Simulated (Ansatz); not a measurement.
Saddle point of SiPNH$_{8}$O, closed shell (SiNH₅O ([NH2][SiH2][OH]) + PH₃ → SiPH₅O ([OH][SiH2][PH2]) + NH₃; bonds formed: Si1–P7, N2–H6; bonds broken: Si1–N2, H6–P7), PBE0-D4/def2-TZVP structure:

Si1  (-0.798, 0.330, 0.864)
N2  (-0.176, -1.318, 0.219)
H3  (-1.632, -0.189, 1.983)
H4  (-1.716, 0.878, -0.151)
O5  (0.326, 1.201, 1.654)
H6  (0.310, -0.900, -0.649)
P7  (0.975, 1.051, -1.403)
H8  (-0.896, -2.010, 0.018)
H9  (0.523, -1.730, 0.833)
H10  (0.914, 1.644, 1.023)
H11  (0.159, 0.866, -2.549)
H12  (2.010, 0.179, -1.842)
(Å)

Energies are electronic, without zero-point energy. Barriers and step energies count from the start structure reached by relaxing down the imaginary mode; all methods use the PBE0-D4 structures, on which another method's saddle can fall below an end. Program: Ansatz 0.2.0. Basis: def2-TZVPP, with def2-QZVPP for the basis limit. Cores are frozen in the correlated methods. B3LYP uses VWN-RPA correlation. Extrapolation: Hartree–Fock as exp(−7.88 √X), correlation as X^−2.97.

| method | barrier (kcal/mol) | step energy (kcal/mol) |
| --- | --- | --- |
| SPW92 | 26.80 | 7.89 |
| PBE-D4 | 32.13 | 7.51 |
| BLYP-D4 | ? | 10.81 |
| r2SCAN-D4 | 36.16 | 9.80 |
| B97M-V | 38.98 | 9.86 |
| PBE0-D4 | 35.12 | 8.63 |
| B3LYP-D4 | 39.73 | 11.62 |
| r2SCAN0-D4 | 37.75 | 10.33 |
| BHLYP-D4 | 43.34 | 12.91 |
| CAM-B3LYP-D4 | ? | 13.04 |
| wB97X-V | 40.86 | 10.91 |
| wB97M-V | 39.26 | 10.80 |
| B2PLYP | 41.16 | 12.30 |
| PBE-QIDH | 38.14 | 10.20 |
| RPA on PBE | 42.18 | 11.65 |
| HF | ? | 16.43 |
| MP2 | 39.75 | 11.51 |
| CCSD | 42.91 | 12.12 |
| CCSD(T) | 40.61 | 11.29 |

Fill in the withheld barriers. (Judge from chemistry; the value comes from the calculation.)

The calculation gives: CAM-B3LYP-D4 41.79; BLYP-D4 37.51; HF 52.57 kcal/mol. Each is the energy of the saddle less that of the start structure, by the same method.

For comparison, the barrier by CCSD(T) at an estimated basis limit (MP2 extrapolated from triple and quadruple zeta, plus CCSD(T) − MP2 in triple zeta) is 39.82 kcal/mol.

No T1 diagnostic of these runs exceeds 0.013.

Labels in which every atom is bracketed show which atoms are joined, not bond orders.

For scale, one of the runs: CCSD(T)/def2-TZVPP, 258 basis functions, launched by `ansatz run in.yaml --threads 4 --pin off --events-out ev --progress --plain --max-ram 9574MiB`. Hardware: 4 CPU threads of an Arm Neoverse V2, shared host. Wall time 2 min; peak host memory 5.7 GiB.
